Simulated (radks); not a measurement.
Removal energies from the gold ion Au10+, [Xe] 4f14 5d1, by Delta-SCF beside the eigenvalue of the level emptied. All-electron calculation, scalar-relativistic Kohn-Sham, LDA (Slater exchange, Perdew-Wang correlation), spin-polarised, spherical densities, finite nucleus; Fermi nuclear charge, rms radius of each element as measured or else 0.836 A^(1/3) + 0.57 fm. Program: a radial shooting solver on a logarithmic mesh with Libxc functionals. Open shells are filled with parallel spins first.

| removed from | final configuration | Delta-SCF (eV) | -eigenvalue (eV) |
|---|---|---|---|
| 5d | [Xe] 4f14 | 167.39 | 158.17 |
| 5p | [Kr] 4d10 4f14 5s2 5p5 5d1 | 231.85 | 221.26 |
| 4f | [Xe] 4f13 5d1 | 271.69 | 253.77 |
| 5s | [Kr] 4d10 4f14 5s1 5p6 5d1 | 285.59 | 273.98 |
